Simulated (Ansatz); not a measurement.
Reaction (redistribution): `CO[Si]O` + `C[O][Sn][S]C` → `CS[Si]O` + `C[O][Sn][O]C`

Gas-phase electronic energies from Ansatz, PBE0-D4/def2-TZVP geometries. CCSD(T)/CBS is the MP2 limit (def2-TZVPP, def2-QZVPP) plus CCSD(T) − MP2 in def2-TZVPP, frozen cores. This one scheme is used for every species. Elements past krypton have def2 core potentials. For Sn outer-core shells are correlated without core-valence functions, which leaves a few kJ/mol of doubt a bond. Each species was taken in one conformer, which may not be the lowest.

```csv
species,CCSD(T)/CBS(def2) energy (Eh)
`CO[Si]O`,-479.93637
`C[O][Sn][S]C`,-766.73373
`CS[Si]O`,-802.53083
`C[O][Sn][O]C`,-444.11438
```

**Question.** Work out ΔE.

**Answer.** ΔE = (-802.53083) + (-444.11438) − (-479.93637) − (-766.73373) = 0.02489 Eh = +65.3 kJ/mol.

Largest T1 diagnostic among the species: 0.017.

From PBE to PBE0 (25 % exact exchange), in def2-TZVPP and without D4, ΔE moves by +6.3 kJ/mol. In def2-TZVPP, CCSD(T) changes the Hartree–Fock value by −7.1 kJ/mol (the triples alone add −1.7 kJ/mol) and MP2 by −7.7 kJ/mol.
